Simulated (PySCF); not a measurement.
# Partial charges of `C=C[SiH2]C[C@@](C)(N)C=C`

Compound: C7H15NSi.
Geometry (GFN2-xTB, Å), atoms numbered from 1 in this order:
```
atom  x, y, z in Å
C1     3.7515    0.2487    0.0095
C2     3.1554   -0.8919   -0.2994
Si3    1.3368   -1.3034   -0.0246
C4     0.4091    0.2836    0.4619
C5    -1.1285    0.2583    0.4346
C6    -1.6776   -0.9523    1.1954
N7    -1.5781    1.4494    1.1493
C8    -1.5945    0.1815   -1.0028
C9    -2.2637    1.1152   -1.6528
H10    4.8024    0.4246   -0.1671
H11    3.2128    1.0685    0.4569
H12    3.7578   -1.6748   -0.7447
H13    0.8260   -1.8933   -1.2729
H14    1.2459   -2.3129    1.0415
H15    0.6976    0.5577    1.4791
H16    0.7371    1.1026   -0.1841
H17   -2.7646   -0.9057    1.2338
H18   -1.3856   -1.8792    0.7105
H19   -1.2954   -0.9440    2.2122
H20   -2.5914    1.4978    1.1559
H21   -1.2254    2.2869    0.6989
H22   -1.3282   -0.7379   -1.5052
H23   -2.5533    2.0493   -1.1965
H24   -2.5578    0.9912   -2.6815
```

Density: PBE0/pcSseg-1 (PySCF); schemes: Mulliken, IAO, Hirshfeld and ESP-fitted. The structure is a single GFN2-xTB conformer in the gas phase; no vibrational or solvent corrections.

Q: At which atom do the 4 schemes differ most?

A: At C5: from -0.313 (Mulliken) to +0.604 e (ESP-fitted), 0.917 e apart.

Q: Do the Mulliken, IAO, Hirshfeld and ESP-fitted schemes agree on where the charge is highest?

A: The schemes don't all agree: Mulliken Si3 (+0.690); IAO Si3 (+0.743); Hirshfeld Si3 (+0.333); ESP-fitted C5 (+0.604).

Q: For which atoms does the sign change between the 4 schemes (beyond +0.03 e in one, beyond −0.03 e in another)?

A: C5.

Q: What partial charge does each atom carry?

A: In e:

```json
{"atom": "C1", "environment": "terminal =CH2 carbon", "Mulliken": "-0.165", "IAO": "-0.281", "Hirshfeld": "-0.086", "ESP-fitted": "-0.309"}
{"atom": "C2", "environment": "alkene CH carbon", "Mulliken": "-0.486", "IAO": "-0.413", "Hirshfeld": "-0.138", "ESP-fitted": "-0.327"}
{"atom": "Si3", "environment": "SiH2 silicon", "Mulliken": "+0.690", "IAO": "+0.743", "Hirshfeld": "+0.333", "ESP-fitted": "+0.468"}
{"atom": "C4", "environment": "sp3 carbon bound to silicon", "Mulliken": "-0.435", "IAO": "-0.539", "Hirshfeld": "-0.159", "ESP-fitted": "-0.333"}
{"atom": "C5", "environment": "sp3 carbon bound to nitrogen", "Mulliken": "-0.313", "IAO": "+0.152", "Hirshfeld": "+0.063", "ESP-fitted": "+0.604"}
{"atom": "C6", "environment": "methyl carbon", "Mulliken": "-0.146", "IAO": "-0.415", "Hirshfeld": "-0.121", "ESP-fitted": "-0.512"}
{"atom": "N7", "environment": "primary amine nitrogen", "Mulliken": "-0.381", "IAO": "-0.573", "Hirshfeld": "-0.225", "ESP-fitted": "-1.040"}
{"atom": "C8", "environment": "alkene CH carbon", "Mulliken": "-0.109", "IAO": "-0.150", "Hirshfeld": "-0.044", "ESP-fitted": "-0.285"}
{"atom": "C9", "environment": "terminal =CH2 carbon", "Mulliken": "-0.137", "IAO": "-0.334", "Hirshfeld": "-0.115", "ESP-fitted": "-0.419"}
{"atom": "H10", "environment": "vinylic hydrogen", "Mulliken": "+0.119", "IAO": "+0.149", "Hirshfeld": "+0.047", "ESP-fitted": "+0.161"}
{"atom": "H11", "environment": "vinylic hydrogen", "Mulliken": "+0.117", "IAO": "+0.141", "Hirshfeld": "+0.044", "ESP-fitted": "+0.143"}
{"atom": "H12", "environment": "vinylic hydrogen", "Mulliken": "+0.127", "IAO": "+0.151", "Hirshfeld": "+0.041", "ESP-fitted": "+0.168"}
{"atom": "H13", "environment": "Si–H hydrogen", "Mulliken": "-0.089", "IAO": "-0.132", "Hirshfeld": "-0.081", "ESP-fitted": "-0.132"}
{"atom": "H14", "environment": "Si–H hydrogen", "Mulliken": "-0.075", "IAO": "-0.127", "Hirshfeld": "-0.081", "ESP-fitted": "-0.120"}
{"atom": "H15", "environment": "methylene hydrogen", "Mulliken": "+0.155", "IAO": "+0.157", "Hirshfeld": "+0.039", "ESP-fitted": "+0.126"}
{"atom": "H16", "environment": "methylene hydrogen", "Mulliken": "+0.138", "IAO": "+0.143", "Hirshfeld": "+0.034", "ESP-fitted": "+0.109"}
{"atom": "H17", "environment": "methyl hydrogen", "Mulliken": "+0.111", "IAO": "+0.140", "Hirshfeld": "+0.040", "ESP-fitted": "+0.149"}
{"atom": "H18", "environment": "methyl hydrogen", "Mulliken": "+0.118", "IAO": "+0.135", "Hirshfeld": "+0.039", "ESP-fitted": "+0.110"}
{"atom": "H19", "environment": "methyl hydrogen", "Mulliken": "+0.121", "IAO": "+0.149", "Hirshfeld": "+0.042", "ESP-fitted": "+0.151"}
{"atom": "H20", "environment": "N–H hydrogen", "Mulliken": "+0.169", "IAO": "+0.238", "Hirshfeld": "+0.104", "ESP-fitted": "+0.400"}
{"atom": "H21", "environment": "N–H hydrogen", "Mulliken": "+0.170", "IAO": "+0.238", "Hirshfeld": "+0.103", "ESP-fitted": "+0.373"}
{"atom": "H22", "environment": "vinylic hydrogen", "Mulliken": "+0.101", "IAO": "+0.141", "Hirshfeld": "+0.040", "ESP-fitted": "+0.173"}
{"atom": "H23", "environment": "vinylic hydrogen", "Mulliken": "+0.084", "IAO": "+0.135", "Hirshfeld": "+0.035", "ESP-fitted": "+0.154"}
{"atom": "H24", "environment": "vinylic hydrogen", "Mulliken": "+0.115", "IAO": "+0.153", "Hirshfeld": "+0.045", "ESP-fitted": "+0.185"}
```

Mean size of the charges over all atoms: ESP-fitted 0.290 e, IAO 0.247 e, Mulliken 0.195 e, Hirshfeld 0.088 e. Each set sums to the total charge, 0, to within 0.001 e. The Hirshfeld scheme divides the density at each point in proportion to the densities of the neutral, spherically averaged free atoms. The Mulliken scheme counts on each atom the diagonal of the density matrix times the overlap matrix over that atom's basis functions.

Q: How many electrons does the Mulliken scheme count on C2?

A: Z − q = 6 − (-0.486) = 6.486.

Q: How closely do the schemes follow one another over all atoms?

A: Correlation coefficient and root-mean-square difference: IAO with Hirshfeld 0.98, 0.189 e; Mulliken with IAO 0.90, 0.132 e; IAO with ESP-fitted 0.89, 0.163 e; Mulliken with Hirshfeld 0.89, 0.156 e; Hirshfeld with ESP-fitted 0.88, 0.265 e; Mulliken with ESP-fitted 0.66, 0.270 e.
